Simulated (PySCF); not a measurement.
# Electron correlation in C (carbon, neutral)

[He] 2s2 2p1 3s1, high-spin 3P determinant (an excited configuration). Calculation: PySCF 2.14, in dyall-av3z (15s9p3d2f, 71 functions); no relativity, point nucleus. Frozen: 1s2; 4 electrons correlated; the 14 highest virtual orbitals of each spin left out.

MP2 pair energies summed by pair of shells (mhartree):

```csv
pair,energy,share (%)
2s-2s,-30.06,50.7
2s-2p,-22.33,37.7
2s-3s,-5.43,9.2
2p-3s,-1.45,2.5
```

Total MP2 correlation energy: -59.26 mhartree.

Same-spin part -6.36 and opposite-spin part -52.90 mhartree; SCS-MP2 scales them by 1/3 and 6/5 to -65.60 mhartree.
